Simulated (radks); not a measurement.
The numbers below are computed, except where a source is named.
The tellurium ion Te2+, 50 electrons, occupied as [Kr] 4d10 5s1 5p3 (not the ground configuration). Level of theory: scalar-relativistic Kohn-Sham, PBE, spin-polarised, spherical densities, finite nucleus; open shells are filled with parallel spins first (spin-orbit coupling, left out, can overturn this in heavy ions); Fermi nuclear charge, rms radius 4.7423 fm (a radial shooting solver on a logarithmic mesh with Libxc functionals).

Unscreened Slater integrals over Kohn-Sham orbitals (cm^-1). They are taken over the spin-up orbitals.

\begin{tabular}{lr}
integral & value \\ \hline
F0(5p,5p) & 86172 \\
F2(5p,5p) & 46982 \\
F0(5p,5s) & 92360 \\
G1(5p,5s) & 61743 \\
F0(5p,4d) & 107130 \\
F2(5p,4d) & 30326 \\
G1(5p,4d) & 9990.8 \\
G3(5p,4d) & 9139.1 \\
F0(5p,4p) & 109040 \\
F2(5p,4p) & 25560 \\
G0(5p,4p) & 4996.6 \\
G2(5p,4p) & 6403.4 \\
F0(5s,5s) & 100650 \\
F0(5s,4d) & 122460 \\
G2(5s,4d) & 15960 \\
F0(5s,4p) & 125200 \\
G1(5s,4p) & 8722.0 \\
F0(4d,4d) & 204240 \\
F2(4d,4d) & 103030 \\
F4(4d,4d) & 68156 \\
F0(4d,4p) & 220130 \\
F2(4d,4p) & 111390 \\
G1(4d,4p) & 141630 \\
G3(4d,4p) & 87531 \\
F0(4p,4p) & 240300 \\
F2(4p,4p) & 126120 \\
\end{tabular}

Derived for the open shells (J is the average intra-shell exchange parameter used in DFT+U). 5p: J = F2/5 = 9396 cm^-1.
